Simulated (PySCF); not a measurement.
Cd(F)(OH) (CdFHO), SMILES [Cd]([F])[OH]. Atoms are numbered in the order given.

```xyz
4

Cd     0.0058     0.0088     0.0000
F     -0.0072     1.9550     0.0000
O     -0.1232    -1.9591     0.0000
H      0.7715    -2.3427     0.0000
```
Charge 0, spin multiplicity 1.

The structure is a stationary point at PBE-D3(BJ)/def2-TZVP. The def2 effective core potentials stand for the cores of Cd; spin–orbit coupling is left out. One conformer was computed; it need not be the lowest.

All values below come from ωB97X/def2-TZVPD in PySCF.

Symmetry labels are those of the subgroup Cs that the program uses (full group Cs).

Computed valence orbital energies around the gap with their symmetry:
```tsv
orbital	symmetry	energy (eV)
HOMO−7	A'	-18.39
HOMO−6	A"	-18.39
HOMO−5	A'	-14.95
HOMO−4	A'	-13.24
HOMO−3	A"	-12.67
HOMO−2	A'	-12.61
HOMO−1	A'	-11.84
HOMO	A"	-11.10
LUMO	A'	-0.11
LUMO+1	A'	1.42
LUMO+2	A"	1.60
LUMO+3	A'	2.41
```
